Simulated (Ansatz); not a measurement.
Species: C4H6OSi, SMILES `c1ccoc1[SiH3]` (charge 0, multiplicity 1), formula C4H6OSi.

### Question
How many basis functions does frozen-core CCSD(T)/cc-pVTZ // PBE0-D3(BJ)/def2-TZVP (Ansatz, a quantum-chemistry and plane-wave program) use, how many core orbitals are frozen, and how many electrons are correlated?

### Answer
268 basis functions and 10 frozen orbitals, which leaves 32 correlated electrons. Core time is of the order of minutes.
